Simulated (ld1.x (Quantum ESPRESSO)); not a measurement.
# tin (Sn), PAW: configuration errors across variants

ld1.x (Quantum ESPRESSO) 7.5 input, shortened:

```
&input
   title='Sn', zed=50., rel=1, dft='PBE', iswitch=3,
   config='[Kr] 4d10 5s2 5p1'
 /
 &inputp
   pseudotype=3, lpaw=.true., tm=.true., lloc=-2, rcloc=1.80,
   nlcc=.true., new_core_ps=.true.,
   which_augfun='PSQ', rmatch_augfun_nc=.true.
 /
4
5S  1  0   2.00   0.00  1.90  2.25  0.0
5S  1  0   0.00  -0.45  1.90  2.25  0.0
5P  2  1   1.00   0.00  1.75  2.25  0.0
5P  2  1   0.00  -0.25  1.75  2.25  0.0
 &test
   configts(1)='5s2 5p1'
 /
```

All-electron excitation energies from the reference (eV): (1) 5s2 5p2 -6.875; (2) 5s2 5p0 13.952; (3) 5s1 5p0 44.924; (4) 5s2 5p2.3 -7.724.

The default core radius of the base comes out at 1.78 bohr.

5 further variants failed, have other tests or another functional or relativity, and are left out.

A true bound ghost makes a file unfit for plane-wave use even where its test errors are small: the radial tests pick states by their node count and pass the ghost by.

Errors AE − PS in meV (a dash: test not solved or not reliable):

| change | (1) | (2) | (3) | (4) | bound ghosts |
| --- | --- | --- | --- | --- | --- |
| base | -6.8 | -34 | -301 | -9.0 | d |
| local potential all-electron potential smoothed inside 2.24 bohr (lloc = -2) | -6.8 | -34 | -301 | -9.0 | d |
| local potential all-electron potential smoothed inside 2.10 bohr (lloc = -1) | -6.8 | -33 | -301 | -9.0 | d |
| wave 5s channel at -0.45 Ry: rcut 1.90, rcutus 2.25 bohr becomes 5s channel at -0.95 Ry: rcut 1.90, rcutus 2.25 bohr | -6.8 | -33 | -301 | -9.0 | d |
| waves 5p (bound): rcut 1.75, rcutus 3.34 bohr; 5p channel at -0.25 Ry: rcut 1.75, rcutus 3.34 bohr | -6.7 | -34 | -301 | -9.0 | d |

Task: Give the same row for: core correction Bessel-smoothed model core inside 2.18 bohr.

Result: -6.8, -34, -302, -9.1; bound ghosts: d.
